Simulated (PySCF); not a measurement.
How methods differ on the excitation energy of Os

Os [Xe] 4f14 5d6 6s2 (5D) → Os [Xe] 4f14 5d7 6s1 (5F), as a difference of total energies. Calculation: PySCF 2.14, in x2c-TZVPPall (11s7p7d3f1g, 97 functions); scalar relativity by spin-free X2C-1e. Correlated levels: valence: [Xe] 4f14 frozen. The calculations carry no spin-orbit coupling.

| method | excitation energy (eV) | error (eV) |
| --- | --- | --- |
| UHF | 0.682 | -0.116 |
| LDA | 0.559 | -0.239 |
| PBE | 0.438 | -0.360 |
| PBE0 | 0.420 | -0.378 |
| r2SCAN | 0.371 | -0.427 |
| LC-wPBE | 0.397 | -0.401 |
| r2SCAN0 | 0.385 | -0.413 |
| revPBE | 0.365 | -0.433 |
| MP2 (valence) | 0.588 | -0.210 |
| SCS-MP2 (valence) | 0.612 | -0.186 |

Reference: 0.798 eV (measured; NIST levels, between the centres of gravity of the two terms).

Errors of the correlated levels include the incompleteness of this basis and the frozen core.
